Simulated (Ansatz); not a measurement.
**Which method gave which barrier?**

Saddle point of GeSiH4F2, closed shell (GeSiH₄F₂ ([F][GeH]([F])[SiH3]) → GeF₂ + SiH₄; bonds formed: Si1–H3; bonds broken: Si1–Ge2, Ge2–H3), PBE0-D4/def2-TZVP structure:

Si1  (-0.774, -0.826, 0.184)
Ge2  (0.767, 0.987, 0.380)
H3  (0.297, 0.025, -1.031)
F4  (0.484, 2.529, -0.358)
F5  (2.474, 0.784, 0.167)
H6  (-1.344, -1.057, 1.546)
H7  (-1.887, -0.402, -0.695)
H8  (-0.018, -2.041, -0.192)
(Å)

Program: Ansatz 0.2.0. Basis: def2-TZVPP, with def2-QZVPP for the basis limit. Cores are frozen in the correlated methods. Filled d shells of the heavier atoms are correlated. The def2 sets are not built for correlating such inner shells, so the correlated values are less sure here. B3LYP uses VWN-RPA correlation. Extrapolation: Hartree–Fock as exp(−7.88 √X), correlation as X^−2.97. Four methods, as single points on the PBE0-D4 structures, gave these electronic barriers from the start structure: 178.9, 196.6, 216.5, 247.5 kJ/mol.

Task: The methods were, in alphabetical order, B3LYP-D4, BHLYP-D4, HF, PBE-D4. Which gave which? (A judgement: the text doesn't fix the answer.)

Result: Computed: PBE-D4 178.9; B3LYP-D4 196.6; BHLYP-D4 216.5; HF 247.5 kJ/mol. For comparison, CCSD(T) at an estimated basis limit (MP2 extrapolated from triple and quadruple zeta, plus CCSD(T) − MP2 in triple zeta) gives 201.1 kJ/mol.

T1 diagnostic: at most 0.015.

Losses and insertions of silylenes and their heavier kin drive the gas-phase chemistry of silicon and germanium vapour deposition.

Labels in which every atom is bracketed show which atoms are joined, not bond orders.

For scale, one of the runs: CCSD(T)/def2-TZVPP, 208 basis functions, launched by `ansatz run in.yaml --threads 4 --pin off --events-out ev --progress --plain --max-ram 9574MiB`. Hardware: 4 CPU threads of an Arm Neoverse V1, shared host. Wall time 110 s; peak host memory 2.9 GiB.
